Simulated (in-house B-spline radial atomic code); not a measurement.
Checks on a self-consistent run for W²⁺, [Xe] 4f14 (5d3/2)4. Level of theory: Dirac-Hartree-Fock, average of the jj configuration, Fermi nucleus of rms radius 5.3658 fm; calculated with a B-spline radial code for spherical atoms.

```json
{"orbital": "1s1/2", "q": "2", "ε (Eh)": "-2571.83520", "<1/r>": "87.0374", "<r²>": "0.000463003", "small-component weight": "0.077877"}
{"orbital": "2s1/2", "q": "2", "ε (Eh)": "-449.36265", "<1/r>": "21.1964", "<r²>": "0.00705507", "small-component weight": "0.017669"}
{"orbital": "2p1/2", "q": "2", "ε (Eh)": "-428.79300", "<1/r>": "21.1175", "<r²>": "0.00505498", "small-component weight": "0.017692"}
{"orbital": "2p3/2", "q": "4", "ε (Eh)": "-378.97069", "<1/r>": "17.7598", "<r²>": "0.00625073", "small-component weight": "0.015982"}
{"orbital": "3s1/2", "q": "2", "ε (Eh)": "-106.19137", "<1/r>": "7.79467", "<r²>": "0.0459293", "small-component weight": "0.0058374"}
{"orbital": "3p1/2", "q": "2", "ε (Eh)": "-97.06851", "<1/r>": "7.69555", "<r²>": "0.0422755", "small-component weight": "0.0057645"}
{"orbital": "3p3/2", "q": "4", "ε (Eh)": "-86.12885", "<1/r>": "6.83247", "<r²>": "0.0487827", "small-component weight": "0.0052828"}
{"orbital": "3d3/2", "q": "4", "ε (Eh)": "-70.98322", "<1/r>": "6.7069", "<r²>": "0.0379551", "small-component weight": "0.0051393"}
{"orbital": "3d5/2", "q": "6", "ε (Eh)": "-68.61938", "<1/r>": "6.50188", "<r²>": "0.0397577", "small-component weight": "0.0050025"}
{"orbital": "4s1/2", "q": "2", "ε (Eh)": "-23.54601", "<1/r>": "3.24969", "<r²>": "0.228433", "small-component weight": "0.0018891"}
{"orbital": "4p1/2", "q": "2", "ε (Eh)": "-19.73033", "<1/r>": "3.1377", "<r²>": "0.23625", "small-component weight": "0.0017993"}
{"orbital": "4p3/2", "q": "4", "ε (Eh)": "-17.15967", "<1/r>": "2.85205", "<r²>": "0.269826", "small-component weight": "0.00163"}
{"orbital": "4d3/2", "q": "4", "ε (Eh)": "-10.88907", "<1/r>": "2.6341", "<r²>": "0.295259", "small-component weight": "0.001433"}
{"orbital": "4d5/2", "q": "6", "ε (Eh)": "-10.38713", "<1/r>": "2.55911", "<r²>": "0.309113", "small-component weight": "0.0013797"}
{"orbital": "4f5/2", "q": "6", "ε (Eh)": "-2.46015", "<1/r>": "2.1065", "<r²>": "0.445062", "small-component weight": "0.00098382"}
{"orbital": "4f7/2", "q": "8", "ε (Eh)": "-2.35989", "<1/r>": "2.08723", "<r²>": "0.447366", "small-component weight": "0.00097034"}
{"orbital": "5s1/2", "q": "2", "ε (Eh)": "-4.01559", "<1/r>": "1.23042", "<r²>": "1.32601", "small-component weight": "0.00039593"}
{"orbital": "5p1/2", "q": "2", "ε (Eh)": "-2.87345", "<1/r>": "1.10014", "<r²>": "1.63652", "small-component weight": "0.00032354"}
{"orbital": "5p3/2", "q": "4", "ε (Eh)": "-2.36007", "<1/r>": "1.01514", "<r²>": "1.86304", "small-component weight": "0.00028735"}
{"orbital": "5d3/2", "q": "4", "ε (Eh)": "-0.92802", "<1/r>": "0.701964", "<r²>": "3.94873", "small-component weight": "0.00014024"}
```

Electron-electron repulsion V_ee = 5971.2550 hartree.

(1) What total energy follows from the eigenvalues?

(2) Does the Dirac virial theorem hold?

(3) What diamagnetic shielding (Lamb formula) and susceptibility (Langevin formula) do the radii give?

Answers

(1) The eigenvalues count the repulsion twice, so E = Σqε - V_ee = -10184.190 - 5971.255 = -16155.445 hartree; the run printed -16155.445.

(2) For a point nucleus E = -2c²Σq·w, with w the small-component weight. Here Σq·w = 0.43004 and c = 137.0360, so the ratio E/(-2c²Σq·w) is 1.000262; the finite nucleus accounts for the departure from 1.

(3) σ = (α²/3)Σq<1/r> = 544.831/(3·137.036²) = 9671 ppm, and χ = -0.79199×10⁻⁶·Σq<r²> = -32.69×10⁻⁶ cm³/mol with Σq<r²> = 41.278 bohr². Both are non-relativistic formulas without the paramagnetism of open shells; for so heavy an element the full relativistic shielding is larger by tens of per cent.
